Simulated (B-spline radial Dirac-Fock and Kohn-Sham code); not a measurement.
As²³⁺: scattering cross sections and density moments

System: arsenic as As²³⁺ in the configuration 1s2 2s2 2p6.

The computed values come from a radial B-spline solver: configuration-average Dirac-Fock orbitals.

```
Sum of ⟨r⟩                          : 1.525 bohr
Sum of ⟨r²⟩                         : 0.3164 bohr²
Sum of ⟨1/r⟩                        : 126.29 per bohr
Langevin diamagnetic susceptibility : -0.251 × 10⁻⁶ cm³/mol
Lamb shielding (α²/3)Σ⟨1/r⟩         : 2242 ppm
```

Coherent scattering is the Thomson cross section weighted by f₀², without anomalous dispersion; incoherent scattering is Klein-Nishina weighted by S. The Lamb formula is the non-relativistic shielding expression. Electron correlation is left out. A dash stands where the photon energy is too low for the impulse approximation behind that column.

```csv
hν (keV),coherent (b),incoherent (b),incoherent per electron (b)
2,66.12,–,–
5,64.08,–,–
8.0478,60.49,–,–
10,57.58,0.5051,0.0505
17.4793,44.56,1.260,0.126
30,26.39,2.418,0.242
500,0.2197,2.828,0.283
1000,0.05595,2.095,0.209
```

Incoherent scattering overtakes coherent scattering between 30 and 500 keV.
